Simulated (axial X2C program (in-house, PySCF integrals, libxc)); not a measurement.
Bond lengths and stretching modes, held linear, of CuOH⁺

Calculated with an in-house all-electron X2C program for linear molecules (integrals from PySCF): two-component X2C with atomic mean-field Coulomb and Gaunt terms, Gaussian nuclei, basis Cu dyall-v3z, O dyall-av3z, H dyall-v3z with contracted cores. Spin-free rows use the one-electron spin-free X2C Hamiltonian.

Masses Cu 62.930, O 15.995, H 1.008 u. States: 2c Ω = 3/2 (beyond evenly filled blocks: ω = 3/2); spin-free M_S = 1/2, Λ = 1 (beyond evenly filled blocks: π+α, π+β, π-α).

MP2, spin-free: energies above the lowest point

```tsv
r(Cu–O) (Å)	r(O–H) (Å)	E (meV)
1.6848	0.9438	142.62
1.6848	0.9680	121.34
1.6848	0.9922	129.48
1.7280	0.9438	83.60
1.7280	0.9680	61.36
1.7280	0.9922	68.59
1.7280	1.0164	100.76
1.7712	0.9438	44.71
1.7712	0.9680	21.88
1.7712	0.9922	28.59
1.8144	0.9680	0.00
1.8144	1.0164	37.79
```

Problem. Fit a quadratic surface with cubic terms in each bond: where is the minimum, and what are the two stretching wavenumbers?

Solution. At MP2, spin-free: bonds 1.860 and 0.975 Å; harmonic stretches 356.6 and 3721.6 cm⁻¹; force constants 1.01, 7.72 and coupling -0.09 mdyn/Å.

The other levels and Hamiltonians give:

| Hamiltonian | level | r(Cu–O) (Å) | r(O–H) (Å) | lower stretch (cm⁻¹) | upper stretch (cm⁻¹) |
| --- | --- | --- | --- | --- | --- |
| 2c | PBE0 | 1.726 | 0.968 | 606.8 | 3797.0 |
| 2c | TPSSh | 1.722 | 0.971 | 647.0 | 3740.2 |
| spin-free | PBE0 | 1.728 | 0.968 | 601.8 | 3794.6 |
| spin-free | HF | 1.729 | 0.956 | 676.0 | 3957.9 |
| spin-free | TPSSh | 1.723 | 0.971 | 644.4 | 3738.7 |

Each state is one determinant, the lowest of a limited PBE0 search; the stretches come from a fit to these few points and carry an uncertainty of a few per cent. Other orders of the atoms were not compared. Left out for rough or failed fits: HF 2c, MP2 2c. The levels spread by more than a fifth, so the stretches depend strongly on the method. MP2 freezes inner shells (threshold -2 hartree). The molecule was held linear; bending was not examined, so a bent shape may lie lower. Note: functional without a current term on a determinant with orbital currents, of the molecule or an atom.
